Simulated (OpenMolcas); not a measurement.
**Nb4+: moving the ligands**

Nb4+ with 4 ligands (chloride) in tetrahedral coordination (Td) at 2.31 Å. Ligand basis ANO-RCC-VDZP.
```
Nb    0.0000    0.0000    0.0000
Cl    1.3337    1.3337    1.3337
Cl    1.3337   -1.3337   -1.3337
Cl   -1.3337    1.3337   -1.3337
Cl   -1.3337   -1.3337    1.3337
```

* Program: OpenMolcas 26.06
* Method: SS-CASPT2, IPEA 0.25 Eh, imaginary shift 0.1 Eh (closed shells correlated: 4s 4p and the ligand valence shells)
* Basis: ANO-RCC-VDZP [6s5p3d1f]
* Scalar Hamiltonian: DKH2, point nucleus
* Active space: 1 electron in 5 orbitals (4d)
* State averaging: 2S+1 = 2 even, 5 roots
* Spin-orbit coupling: state interaction with AMFI integrals over the reference wave functions

Runs around this geometry, states (labels of Td). Energies in cm-1 above the lowest state or level, χT in cm3 K/mol; 10Dq is the gap between the two states; 10Dq is negative for this site.

| R (Å) | Ground state | First state of that spin | 10Dq | First gap with spin-orbit (degeneracies) | χT at 300 K |
| --- | --- | --- | --- | --- | --- |
| 2.24 | 2E | 2T2 10100 | -10099 | 10090 (4, 4) | 0.341 |
| 2.31 | 2E | 2T2 9470 | -9469 | 9440 (4, 4) | 0.336 |
| 2.39 | 2E | 2T2 8810 | -8811 | 8760 (4, 4) | 0.330 |

Taking |10Dq| as R^-n, n = -ln(8811 / 10099) / ln(2.39 / 2.24) = 2.1 between the shortest and longest distance. The point-charge formula for a cubic d site gives n = 5.

Roots that are degenerate in the reference are averaged as groups; the widest CASPT2 spread within a group is 12 cm-1 (the 3-fold group of multiplicity 2 near 9470 cm-1 above the lowest state of its run, R = 2.31). Shifts and gaps below about the spread of the groups concerned are not significant. Over all roots computed the reference weight is 0.72 in R = 2.24, 0.72 in R = 2.31, 0.72 in R = 2.39; a low but even weight reflects the number of correlated electrons. An orbital doublet at a regular site is open to a Jahn-Teller distortion, which this geometry leaves out. Ligand-to-metal charge-transfer states are missing. With one d shell and no ligand orbital active, 10Dq can be off by a tenth or more. The least metal-like active orbital is 68 % on the metal (Löwdin) and no ligand orbital is active, so the numbers are rough (holds for R = 2.24). The least metal-like active orbital is 71 % on the metal (Löwdin) and no ligand orbital is active, so the numbers are rough (holds for R = 2.31). The least metal-like active orbital is 74 % on the metal (Löwdin) and no ligand orbital is active, so the numbers are rough (holds for R = 2.39). No measured value stands beside these numbers; the geometry was imposed, not optimised, and the real ion may take another.
